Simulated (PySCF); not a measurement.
Telling isomers of C₇H₁₁ClSi apart by NMR

Method: σ from GIAO-PBE0/pcSseg-1, structure optimised with GFN2-xTB, in PySCF 2.14.0 with density-fitted response routines (one computed conformer, averaged over atoms made equivalent by symmetry, fast rotation or ring inversion, in vacuum, no relativistic terms).

δ = σ(ref) − σ, references computed at the same level: ¹H and ¹³C vs TMS. Where no couplings were computed, multiplicities follow the n + 1 count of equivalent neighbours, and m marks all less simple cases (inequivalent or close neighbours, rings, F or P nearby). Shifts are as computed. Against solution values, carbons near 30 ppm lie about +3 ppm off and those near 130 ppm about +5 ppm; carbons on Cl a further +6 ppm. Of 1309 compounds with measured shifts, 239 miss one by over three times the rms of a fit or turn the order of signals round; such compounds aren't used in these exercises. Carbons bonded to Cl come out too deshielded.

(1) Tabulate the signals of `C=C1C[C@@H](C2(Cl)CC2)[SiH2]1`, `C=C[C@@H]1C=CCC[Si@@H]1Cl`, `C#C[C@@H]1C[SiH2]CC[C@H]1Cl`, `C#C[C@@H]1CC[SiH2]C[C@H]1Cl` and their relative energies.

(2) What is the quickest way to tell C=C[C@@H]1C=CCC[Si@@H]1Cl from C#C[C@@H]1CC[SiH2]C[C@H]1Cl?

(3) What is the quickest way to tell C=C1C[C@@H](C2(Cl)CC2)[SiH2]1 from C#C[C@@H]1C[SiH2]CC[C@H]1Cl?

(4) What is the quickest way to tell C=C1C[C@@H](C2(Cl)CC2)[SiH2]1 from C#C[C@@H]1CC[SiH2]C[C@H]1Cl?

Results:

(1) 
```json
{"SMILES": "C=C1C[C@@H](C2(Cl)CC2)[SiH2]1", "carbon types": "2×C 1×CH 4×CH2", "δC": "153.5, 137.6, 53.8, 43.6, 35.7, 19.5, 14.9", "δH": "6.21 (br s, 1H), 5.85 (br s, 1H), 4.84 (m, 1H), 4.54 (m, 1H), 3.39 (m, 1H), 3.20 (m, 1H), 2.94 (m, 1H), 1.16 (m, 1H), 1.03 (m, 1H), 1.03 (m, 1H), 0.55 (m, 1H)", "E rel. (kcal/mol)": "60.0"}
{"SMILES": "C=C[C@@H]1C=CCC[Si@@H]1Cl", "carbon types": "4×CH 3×CH2", "δC": "147.0, 139.5, 138.7, 119.7, 37.9, 24.7, 16.9", "δH": "6.37 (m, 1H), 6.28 (m, 1H), 6.10 (m, 1H), 5.35 (m, 1H), 5.32 (m, 1H), 5.18 (m, 1H), 2.48 (m, 1H), 2.41 (m, 1H), 1.87 (m, 1H), 1.24 (m, 1H), 0.80 (m, 1H)", "E rel. (kcal/mol)": "0.0"}
{"SMILES": "C#C[C@@H]1C[SiH2]CC[C@H]1Cl", "carbon types": "1×C 3×CH 3×CH2", "δC": "90.2, 81.3, 67.7, 35.1, 30.2, 9.9, 3.8", "δH": "4.44 (m, 1H), 4.33 (m, 1H), 3.97 (m, 1H), 3.36 (m, 1H), 2.64 (m, 1H), 2.13 (m, 1H), 1.80 (d, 1H), 1.70 (m, 1H), 1.46 (m, 1H), 0.90 (m, 1H), 0.61 (m, 1H)", "E rel. (kcal/mol)": "47.2"}
{"SMILES": "C#C[C@@H]1CC[SiH2]C[C@H]1Cl", "carbon types": "1×C 3×CH 3×CH2", "δC": "89.8, 80.5, 65.9, 37.8, 25.7, 17.1, 5.3", "δH": "4.68 (m, 1H), 4.49 (m, 1H), 3.92 (m, 1H), 2.95 (m, 1H), 2.55 (m, 1H), 1.95 (m, 1H), 1.88 (m, 1H), 1.73 (d, 1H), 1.41 (m, 1H), 1.22 (m, 1H), 0.69 (m, 1H)", "E rel. (kcal/mol)": "47.3"}
```

Energies are electronic energies at PBE0/pcSseg-1 on these geometries, without zero-point or thermal terms, each for the one conformer computed, which needn't be the lowest.

(2) Both give the same number of carbon signals, but DEPT or the intensities differ. The first has an alkene CH at 147.0 ppm, the second an alkyne carbon (C) at 89.8 ppm. In the proton spectra the most deshielded non-exchanging signals are 6.37 (m, 1H) and 4.68 (m, 1H).

(3) Both give the same number of carbon signals, but DEPT or the intensities differ. The first has a fully substituted alkene carbon (C) at 153.5 ppm, the second a terminal alkyne carbon (CH) at 81.3 ppm. Their most deshielded carbons lie at 153.5 and 90.2 ppm. In the proton spectra the most deshielded non-exchanging signals are 6.21 (br s, 1H) and 4.44 (m, 1H).

(4) Both give the same number of carbon signals, but DEPT or the intensities differ. The first has a fully substituted alkene carbon (C) at 153.5 ppm, the second a terminal alkyne carbon (CH) at 80.5 ppm. Their most deshielded carbons lie at 153.5 and 89.8 ppm. In the proton spectra the most deshielded non-exchanging signals are 6.21 (br s, 1H) and 4.68 (m, 1H).
